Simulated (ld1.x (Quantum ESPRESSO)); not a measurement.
## How hard is this C PAW potential?

C (Z = 6), PAW, made with ld1.x (Quantum ESPRESSO) 7.5 (PBE, scalar-relativistic). Core [He], reference 2s2 2p2. Waves: 2s (bound): rcut 0.90, rcutus 1.05 bohr; 2s channel at -0.45 Ry: rcut 0.90, rcutus 1.05 bohr; 2p (bound): rcut 2.20, rcutus 2.90 bohr; 2p channel at 1.55 Ry: rcut 2.20, rcutus 2.90 bohr; 3d channel at 0.4 Ry: rcut 2.20, rcutus 2.80 bohr; 3d channel at 1.65 Ry: rcut 2.20, rcutus 2.80 bohr. Local part: all-electron potential smoothed inside 1.10 bohr (lloc = -2). Core correction: Bessel-smoothed model core inside 1.10 bohr. Augmentation charge: PSQ, inside the norm-conserving radii.

The pseudo-atom Hamiltonian at the reference potential is diagonalised in spherical Bessel functions j_l(qr) that vanish at 20 bohr, with q² up to the cutoff. All-electron valence levels (Ry): 2s -1.0107, 2p -0.3885.

Task: How do the lowest levels (Ry) of each channel move with the cutoff, and are there ghosts?

Result:

```
cutoff (Ry)     s #1     p #1    p #2    d #1    d #2    f #1  Σ f·Δε (mRy)
          8  -0.9874  -0.3873  0.0322  0.0727  0.1711  0.1172          49.0
         10  -0.9881  -0.3883  0.0322  0.0727  0.1711  0.1172          45.4
         15  -0.9949  -0.3885  0.0321  0.0727  0.1711  0.1172          31.7
         18  -1.0013  -0.3885  0.0321  0.0727  0.1711  0.1172          18.8
         25  -1.0074  -0.3885  0.0321  0.0727  0.1711  0.1172           6.6
         30  -1.0096  -0.3885  0.0321  0.0727  0.1711  0.1172           2.3
         40  -1.0105  -0.3885  0.0321  0.0727  0.1711  0.1172           0.3
         45  -1.0105  -0.3885  0.0321  0.0727  0.1711  0.1172           0.3
        400  -1.0107  -0.3885  0.0321  0.0727  0.1711  0.1172           0.0
```

Result: no extra level below or beside the all-electron valence levels (s, p, d, f tested); 10 mRy is reached at 25 Ry and 1 mRy at 35 Ry.
